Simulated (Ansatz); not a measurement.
Geometry optimisation, RHF/def2-SVP in Ansatz 0.2.0.

The input (input.yaml):

```yaml
crystal:
  periodic: [false, false, false]
  atoms:
    - { symbol: Al, position_ang: [0.0, 0.0, 0.0] }
    - { symbol: F, position_ang: [0.0, 0.0, 2.04] }
    - { symbol: "N", position_ang: [1.6627, 0.0, -0.96] }
    - { symbol: H, position_ang: [2.1293, -0.9179, -1.2118] }
    - { symbol: H, position_ang: [2.1141, 0.9179, -1.2382] }
    - { symbol: "N", position_ang: [-1.6627, 0.0, -0.96] }
    - { symbol: H, position_ang: [-2.3316, -0.8164, -0.8614] }
    - { symbol: H, position_ang: [-1.9118, 0.8164, -1.5886] }
    - { symbol: H, position_ang: [0.0834, 1.7631, 0.5865] }
    - { symbol: H, position_ang: [0.0624, 1.3199, 1.5347] }
basis:
  gaussian: { orbitals: def2-SVP }
hamiltonian:
  xc: hf
relax:
  f_tol: 0.15
  max_steps: 25
  restrain:
    - { distance: [0, 8], at: 1.56, k: 30.0 }
    - { distance: [9, 1], at: 0.92, k: 30.0 }
    - { distance: [0, 1], at: 2.89, k: 30.0 }
    - { distance: [9, 8], at: 1.86, k: 30.0 }
output:
  orbitals: {}
```

Launched with:

```bash
$ ansatz run input.yaml --threads 1 --pin off --max-ram 2048MiB --backend cpu --events-out ev --progress --plain --runs-dir out
```

Where does it end, and by what steps?

It converged. The restraints hold the end off the free minimum; the threshold counts their pulls, which the force column leaves out. Restrained pairs: Al1–H9 (1.86 → 1.57 Å), F2–H10 (1.41 → 0.91 Å), Al1–F2 (2.04 → 2.89 Å), H9–H10 (1.05 → 1.86 Å). After 13 steps the energy has fallen by 2.258 eV (the restraints' own energy left out); H8 moved furthest, 1.00 Å.

| step | energy less start (eV) | largest force component (eV/Å) | accepted |
| --- | --- | --- | --- |
| 0 | 0.0000 | 2.976 | yes |
| 1 | 0.0988 | 3.165 | yes |
| 2 | -1.0439 | 2.530 | yes |
| 3 | -1.4753 | 2.574 | yes |
| 4 | -1.7954 | 1.177 | yes |
| 5 | -1.9388 | 1.213 | yes |
| 6 | -2.0907 | 0.418 | yes |
| 7 | -2.1763 | 0.439 | yes |
| 8 | -2.2324 | 0.309 | yes |
| 9 | -2.2550 | 0.267 | yes |
| 10 | -2.1663 | 2.496 | no |
| 11 | -2.2455 | 0.924 | no |
| 12 | -2.2550 | 0.437 | yes |
| 13 | -2.2576 | 0.281 | yes |

```xyz
10
Properties=species:S:1:pos:R:3
Al 0.015 0.637 -0.525
F 0.030 0.397 2.354
N 1.559 -0.067 -1.025
H 1.674 -0.894 -1.579
H 2.457 0.273 -0.742
N -1.539 -0.012 -1.066
H -1.675 -0.852 -1.595
H -2.429 0.388 -0.841
H 0.024 1.960 0.318
H 0.030 1.254 2.043
```

Run time: 25 s on 1 thread of Arm Neoverse V1 (shared host), peak memory 0.16 GiB.
